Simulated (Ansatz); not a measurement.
Steps of a relaxation of `CC(C)(C)[N]([SiH3])[GeH3]` with RKS PBE0-D4/def2-TZVP.

```sh
$ ansatz run in.yaml --threads 4 --pin off --events-out ev --progress --plain --max-ram 66560MiB --backend cuda --devices 0, --max-vram 37GiB
```

```yaml
crystal:
  periodic: [false, false, false]
  atoms:
    - {symbol: C, position_ang: [-0.694753, -1.757349, 0.330205]}
    - {symbol: C, position_ang: [-0.590731, -0.222105, 0.256736]}
    - {symbol: C, position_ang: [-1.649094, 0.320024, -0.726739]}
    - {symbol: C, position_ang: [-0.853589, 0.340588, 1.665545]}
    - {symbol: N, position_ang: [0.778358, 0.167116, -0.208033]}
    - {symbol: Si, position_ang: [1.637551, -0.829422, -1.379117]}
    - {symbol: Ge, position_ang: [1.419623, 1.876971, 0.206619]}
    - {symbol: H, position_ang: [-1.700295, -2.057395, 0.686978]}
    - {symbol: H, position_ang: [-0.551737, -2.229477, -0.664421]}
    - {symbol: H, position_ang: [0.061283, -2.173967, 1.025241]}
    - {symbol: H, position_ang: [-1.597087, 1.425734, -0.790491]}
    - {symbol: H, position_ang: [-1.481826, -0.087963, -1.743969]}
    - {symbol: H, position_ang: [-2.676143, 0.044113, -0.409791]}
    - {symbol: H, position_ang: [-0.087676, -0.015552, 2.383152]}
    - {symbol: H, position_ang: [-1.849534, 0.017430, 2.029067]}
    - {symbol: H, position_ang: [-0.852078, 1.450351, 1.675724]}
    - {symbol: H, position_ang: [2.838564, -0.047891, -1.828434]}
    - {symbol: H, position_ang: [0.802125, -1.162073, -2.595062]}
    - {symbol: H, position_ang: [2.116505, -2.144540, -0.816694]}
    - {symbol: H, position_ang: [1.802732, 1.987492, 1.710202]}
    - {symbol: H, position_ang: [2.673264, 2.106398, -0.670748]}
    - {symbol: H, position_ang: [0.345238, 2.961321, -0.107372]}
basis:
  gaussian: {orbitals: def2-TZVP}
hamiltonian: {xc: pbe0, dispersion: d4}
relax: {f_tol: 0.005, max_steps: 150}
```

Positions (Å) and forces (eV/Å) along the path, 5 of 10 steps:

```xyz
22
step=1 energy=-70264.3077 eV
C    -0.695   -1.757    0.330   -0.011   -0.142    0.000
C    -0.591   -0.222    0.257    0.021    0.001   -0.019
C    -1.649    0.320   -0.727   -0.096    0.060   -0.105
C    -0.854    0.341    1.666   -0.030    0.052    0.129
N     0.778    0.167   -0.208    0.151   -0.187   -0.275
Si    1.638   -0.829   -1.379   -0.241    0.294    0.310
Ge    1.420    1.877    0.207   -0.076   -0.214   -0.086
H    -1.700   -2.057    0.687    0.465    0.169   -0.161
H    -0.552   -2.229   -0.664   -0.055    0.238    0.449
H     0.061   -2.174    1.025   -0.353    0.218   -0.333
H    -1.597    1.426   -0.790   -0.010   -0.524    0.046
H    -1.482   -0.088   -1.744   -0.061    0.181    0.494
H    -2.676    0.044   -0.410    0.497    0.114   -0.121
H    -0.088   -0.016    2.383   -0.355    0.162   -0.355
H    -1.850    0.017    2.029    0.467    0.134   -0.193
H    -0.852    1.450    1.676    0.002   -0.512   -0.023
H     2.839   -0.048   -1.828   -0.256   -0.162    0.106
H     0.802   -1.162   -2.595    0.163    0.083    0.287
H     2.117   -2.145   -0.817   -0.120    0.302   -0.097
H     1.803    1.987    1.710   -0.071   -0.040   -0.246
H     2.673    2.106   -0.671   -0.196   -0.034    0.140
H     0.345    2.961   -0.107    0.165   -0.192    0.053
22
step=2 energy=-70264.3899 eV
C    -0.688   -1.745    0.323   -0.018   -0.024    0.009
C    -0.585   -0.220    0.255    0.034    0.003   -0.002
C    -1.637    0.319   -0.721   -0.013    0.015   -0.023
C    -0.848    0.338    1.654   -0.018    0.000    0.026
N     0.777    0.165   -0.204    0.124   -0.124   -0.229
Si    1.624   -0.822   -1.365   -0.178    0.212    0.265
Ge    1.412    1.863    0.199   -0.052   -0.149   -0.026
H    -1.684   -2.039    0.675    0.135    0.041   -0.048
H    -0.545   -2.207   -0.664   -0.022    0.064    0.135
H     0.061   -2.157    1.010   -0.103    0.056   -0.094
H    -1.585    1.413   -0.781   -0.009   -0.150    0.009
H    -1.470   -0.085   -1.727   -0.024    0.055    0.138
H    -2.650    0.043   -0.402    0.144    0.036   -0.039
H    -0.088   -0.012    2.362   -0.103    0.047   -0.096
H    -1.832    0.012    2.011    0.134    0.041   -0.049
H    -0.851    1.437    1.662    0.000   -0.151   -0.003
H     2.815   -0.048   -1.808   -0.056   -0.053    0.008
H     0.787   -1.150   -2.562    0.049    0.012    0.056
H     2.093   -2.122   -0.798   -0.020    0.062   -0.039
H     1.788    1.964    1.690   -0.001    0.010   -0.021
H     2.656    2.092   -0.670   -0.025    0.009    0.018
H     0.340    2.930   -0.110    0.019   -0.013    0.005
22
step=5 energy=-70264.3994 eV
C    -0.690   -1.739    0.316   -0.001    0.001    0.000
C    -0.582   -0.218    0.250    0.000   -0.003    0.006
C    -1.632    0.323   -0.720   -0.001   -0.001    0.004
C    -0.843    0.334    1.648    0.001    0.000    0.001
N     0.775    0.166   -0.211    0.008   -0.002   -0.011
Si    1.622   -0.821   -1.347   -0.010    0.005   -0.001
Ge    1.407    1.857    0.195   -0.014    0.001   -0.004
H    -1.683   -2.028    0.668   -0.003    0.001    0.000
H    -0.552   -2.199   -0.667    0.001    0.000    0.002
H     0.053   -2.154    0.999    0.000    0.001   -0.002
H    -1.580    1.413   -0.778   -0.001    0.002   -0.001
H    -1.469   -0.078   -1.723    0.000    0.000   -0.002
H    -2.640    0.048   -0.401    0.001    0.000    0.001
H    -0.085   -0.016    2.352    0.003    0.001   -0.002
H    -1.822    0.005    2.004   -0.004   -0.002   -0.001
H    -0.849    1.427    1.660    0.002   -0.001    0.001
H     2.809   -0.057   -1.803    0.004    0.001    0.001
H     0.793   -1.165   -2.540    0.003   -0.003   -0.001
H     2.096   -2.111   -0.774    0.002   -0.006    0.004
H     1.806    1.955    1.679    0.001    0.000    0.010
H     2.633    2.108   -0.689    0.004    0.003   -0.005
H     0.323    2.918   -0.089    0.004    0.002    0.000
22
step=8 energy=-70264.3995 eV
C    -0.693   -1.738    0.310    0.000    0.000    0.000
C    -0.583   -0.217    0.248   -0.001    0.000    0.000
C    -1.635    0.328   -0.717   -0.001    0.000    0.000
C    -0.839    0.330    1.649    0.001    0.000   -0.002
N     0.773    0.168   -0.216    0.000   -0.001    0.000
Si    1.627   -0.825   -1.341   -0.001    0.001   -0.001
Ge    1.403    1.860    0.189    0.000   -0.002    0.000
H    -1.686   -2.026    0.661    0.000    0.000    0.000
H    -0.555   -2.196   -0.674    0.000    0.000   -0.001
H     0.050   -2.156    0.992    0.000    0.000    0.000
H    -1.583    1.418   -0.773    0.001    0.000    0.001
H    -1.476   -0.071   -1.721    0.000    0.000    0.000
H    -2.643    0.052   -0.395    0.000    0.000    0.000
H    -0.078   -0.022    2.349    0.000    0.000    0.000
H    -1.817    0.000    2.007    0.000    0.000    0.000
H    -0.845    1.424    1.666    0.000    0.000    0.000
H     2.819   -0.063   -1.789    0.001    0.000    0.000
H     0.808   -1.174   -2.540    0.001    0.000    0.000
H     2.095   -2.114   -0.759    0.000    0.000    0.001
H     1.809    1.957    1.672    0.000    0.001    0.000
H     2.624    2.115   -0.701   -0.001    0.000    0.000
H     0.316    2.920   -0.089   -0.001    0.000   -0.001
22
step=10 energy=-70264.3995 eV
C    -0.696   -1.738    0.305    0.000    0.000   -0.001
C    -0.583   -0.217    0.248   -0.001   -0.001    0.003
C    -1.636    0.332   -0.714    0.000    0.000    0.000
C    -0.836    0.326    1.651    0.000    0.000   -0.001
N     0.773    0.167   -0.216    0.001    0.001   -0.002
Si    1.631   -0.829   -1.335   -0.001    0.000   -0.001
Ge    1.398    1.863    0.183    0.002   -0.001    0.004
H    -1.690   -2.025    0.656    0.000    0.000    0.000
H    -0.559   -2.193   -0.680    0.000    0.000    0.000
H     0.046   -2.160    0.986    0.000    0.000    0.000
H    -1.582    1.422   -0.767    0.000    0.000    0.000
H    -1.478   -0.065   -1.720    0.000    0.000    0.000
H    -2.644    0.057   -0.392    0.000    0.000    0.000
H    -0.074   -0.029    2.348    0.000    0.000    0.000
H    -1.814   -0.003    2.010    0.000    0.000    0.000
H    -0.840    1.420    1.671    0.000    0.000    0.000
H     2.827   -0.069   -1.777    0.000    0.000    0.001
H     0.820   -1.177   -2.539    0.000    0.000    0.000
H     2.094   -2.117   -0.748    0.000    0.001    0.000
H     1.812    1.963    1.663    0.000    0.000    0.001
H     2.615    2.121   -0.713   -0.001    0.001   -0.001
H     0.307    2.918   -0.090    0.001   -0.001   -0.002
```

Run time 21 s (4 threads of an AMD EPYC 7R13 on a shared host and a share of an NVIDIA H100 80 GB); peak host memory 1 GiB.
